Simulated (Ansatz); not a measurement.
Cartesian coordinates in Å:
```
C 0.025 -0.751 -1.182
C 0.118 -0.531 0.312
F 0.615 -1.630 0.949
Si 0.429 1.345 0.672
C -1.062 0.171 0.883
O -2.005 -0.099 1.559
H 1.018 -0.936 -1.595
H -0.407 0.113 -1.692
H -0.617 -1.614 -1.378
H 0.869 2.158 -0.489
H 1.017 1.774 1.962
```

The species carries charge 0 and has multiplicity 1.

(1) List the PBE/def2-TZVPP orbital energies in eV (Ansatz 0.2.0). (Estimate.)

Results:

(1) Ansatz gave: Occupied: -1780.23, -660.28, -510.90, -271.64, -271.55, -269.66, -138.01, -94.76, -94.73, -94.71, -30.45, -26.81, -20.35, -17.53, -14.36, -13.13, -12.10, -11.70, -11.40, -10.74, -10.30, -9.97, -9.75, -9.05, -9.02, -6.73, -5.45. Lowest empty: -2.95, -1.49, -0.03, 0.01, 0.45, 1.23, 1.76, 2.19.
